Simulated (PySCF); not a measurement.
## Dipole response of Cl (chlorine, neutral)

[Ne] 3s2 3p5, 2P determinant. Calculation: PySCF 2.14, in dyall-av3z (19s12p3d2f, 84 functions); no relativity, point nucleus. Coupled (time-dependent) response in atomic units; α is the mean over directions.

```csv
method,mean α (bohr³),"α xx, yy, zz",C₆ (like pair),S(−4)
UHF,13.91,"12.84, 14.44, 14.44",87.72,45.14
PBE,15.17,"13.72, 15.89, 15.89",97.40,60.05
PBE0,14.61,"13.33, 15.25, 15.25",93.02,53.10
LC-wPBE,14.29,"13.14, 14.86, 14.86",90.51,49.25
MN15,14.50,"13.56, 14.97, 14.97",90.40,52.96
```

S(−4) is the Cauchy moment in α(ω) = α(0) + S(−4) ω² + …

Reference α: 14.6 ± 0.1 bohr³ (recommended; Schwerdtfeger and Nagle, table of static dipole polarizabilities (2023 update)). Published C₆: 94.60 (Chu and Dalgarno (2004); Tang, Norbeck and Certain (1976)).

α(iu) at PBE0:

```tsv
u (hartree)	α(iu) (bohr³)
0	14.61
0.0500	14.48
0.100	14.10
0.200	12.84
0.300	11.26
0.500	8.270
0.750	5.597
1.00	3.919
1.50	2.161
2.00	1.349
3.00	0.6663
5.00	0.2669
```

A single London oscillator, α(iu) = α/(1 + u²/ω²), gives C₆ = (3/4) ω α². Matching the computed C₆ needs ω = 4 × 93.02 / (3 × 14.61²) = 0.581 hartree.

The components differ because the open shell of this determinant is not spherical; for a pure term their mean is the scalar polarisability.
